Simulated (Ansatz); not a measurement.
Stepwise reaction of `[OH][SnH2][OH]` with hydrogen chloride, as a gas-phase model of exchange steps in deposition or etching. ΔE in kJ/mol; ΔG adds harmonic PBE0-D4 terms to CCSD(T)/CBS, at 1 bar.

Computed with Ansatz on PBE0-D4/def2-TZVP structures; ΔE is electronic, products minus reactants. CBS: MP2 limit from def2 TZ/QZ plus the TZ coupled-cluster correction, frozen cores. This one scheme is used for every species. Functionals use def2-TZVPP. B3LYP here is the variant with VWN-RPA as its local correlation; programs differ in this. def2 core potentials past Kr. For Sn outer-core shells are correlated without core-valence functions, which leaves a few kJ/mol of doubt a bond. Each species was taken in one conformer, which may not be the lowest.

| step | reaction | PBE-D4 | B3LYP-D4 | ωB97M-V | CCSD(T)/CBS | ΔG(600 K) |
| --- | --- | --- | --- | --- | --- | --- |
| 1 | `[OH][SnH2][OH]` + HCl → `[OH][SnH2][Cl]` + H₂O | -69.0 | -70.1 | -70.3 | -70.3 | -69.6 |
| 2 | `[OH][SnH2][Cl]` + HCl → `[Cl][SnH2][Cl]` + H₂O | -65.8 | -66.9 | -67.2 | -67.7 | -57.0 |

(1) By hand: ΔE of the 2 steps together at CCSD(T)/CBS.

Answers

(1) (-70.3) + (-67.7) = -138.0 kJ/mol, or -69.0 kJ/mol a step.

In ΔE the steps differ by no more than 2.6 kJ/mol. All are downhill at CCSD(T)/CBS. ΔG lies between -69.6 and -57.0 kJ/mol a step. PBE-D4 differs from CCSD(T)/CBS by 1.3 to 1.9 kJ/mol a step. Isolated molecules leave out the surface, adducts and barriers. Largest T1 diagnostic: 0.014.
